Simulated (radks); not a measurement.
Task: Neutral bismuth, 83 electrons, occupied as [Hg] 6p3 (the NIST ground configuration). All-electron calculation, scalar-relativistic Kohn-Sham, PBE, spin-polarised, spherical densities, finite nucleus; open shells are filled with parallel spins first (spin-orbit coupling, left out, can overturn this in heavy ions); Fermi nuclear charge, rms radius 5.5211 fm. Program: a radial shooting solver on a logarithmic mesh with Libxc functionals. Some entries of the table are withheld. Estimate them.

orbital  occ.  eigenvalue (eV)  <1/r> (bohr^-1)  r(max) (bohr)
1s up       1        -90616.95            103.2       0.009662
1s down     1        -90616.92            103.2       0.009662
2s up       1        -16282.70            24.25        0.05620
2s down     1        -16282.69            24.25        0.05620
2p up       3        -13934.57            21.22        0.04691
2p down     3        -13934.55            21.22        0.04691
3s up       1        -3930.388            8.988         0.1585
3s down     1        -3930.368            8.988         0.1585
3p up       3        -3259.122            8.110         0.1588
3p down     3        -3259.099            8.110         0.1588
3d up       5        -2583.329            7.603         0.1294
3d down     5        -2583.310            7.603         0.1294
4s up       1        -901.8940            3.877         0.3559
4s down     1        -901.8614            3.877         0.3559
4p up       3        -681.8405            3.480         0.3759
4p down     3        -681.8053            3.480         0.3759
4d up       5        -429.8335            3.131         0.3815
4d down     5        -429.7935            3.131         0.3815
5s up       1        -157.4318            1.644         0.7707
5s down     1        -157.3364            1.644         0.7708
4f up       7        -152.3616            2.745         0.3421
4f down     7        -152.3153            2.745         0.3421
5p up       3         -95.6488            1.409         0.8601
5p down     3         -95.5545            1.409         0.8603
5d up       5         -26.9739            1.060          1.033
5d down     5         -26.6643            1.068          1.032
6s up       1         -14.9530           0.5849            (1)
6s down     1         -13.3981           0.5963            (2)
6p up       3          -5.1805           0.4187          2.469
6p down     0          -3.3605           0.4152          2.445

Result: 
(1) 6s up r(max) (bohr): 1.885
(2) 6s down r(max) (bohr): 1.855
